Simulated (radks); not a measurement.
Results of a calculation; reference values are marked as such.
Removal energies from the niobium ion Nb11+, [Ar] 3d10 4s2, by Delta-SCF beside the eigenvalue of the level emptied. Level of theory: Dirac Kohn-Sham, BLYP, spin-unpolarised, spherical densities, finite nucleus; Fermi nuclear charge, rms radius of each element as measured or else 0.836 A^(1/3) + 0.57 fm (a radial shooting solver on a logarithmic mesh with Libxc functionals). Sub-shells are occupied by j as written (lower j first in brackets).

removed from,final configuration,Delta-SCF (eV),-eigenvalue (eV)
4s1/2,[Ar] 3d10 4s1,248.36,237.47
3d5/2,"[Ar] 3d(3/2: 4, 5/2: 5) 4s2",425.64,401.91
3d3/2,"[Ar] 3d(3/2: 3, 5/2: 6) 4s2",428.75,404.89
3p3/2,"[Ne] 3s2 3p(1/2: 2, 3/2: 3) 3d10 4s2",571.18,548.30
